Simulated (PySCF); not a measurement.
**Exercise with solution: oscillator strength and radiative lifetime**

Cl3H2NSn, SMILES [NH2][Sn]([Cl])([Cl])[Cl].

The structure is a stationary point at B3LYP-D3(BJ)/def2-SVP. The structure was generated by enumeration; whether it is a known compound was not checked. The def2 effective core potentials stand for the cores of Sn; spin–orbit coupling is left out. One conformer was computed; it need not be the lowest.

PySCF with TDA-CAM-B3LYP/def2-SVPD puts the first singlet state with f over 0.02 at 4.93 eV (vertical), with the transition dipole (-0.576, 0.035, 0.309) in atomic units.

### Question
Find the oscillator strength, the wavelength and the radiative lifetime that this transition would have in vacuum if emission retraced absorption.

### Answer

|μ|² = 0.4285 au, so |μ| = 1.66 D. ΔE = 4.93/27.211 = 0.1812 hartree. f = (2/3) ΔE |μ|² = 0.052 (the program prints 0.052).
λ = 1239.84/4.93 = 251 nm; ν = 39763 cm⁻¹.
Einstein's coefficient A = 0.6670 ν² f s⁻¹ (ν in cm⁻¹) = 5.5e7 s⁻¹, so τ = 1/A = 18 ns. This state is S1. The figure is the radiative limit of this one transition; relaxation, internal conversion, crossing to triplets and a medium change what is measured.
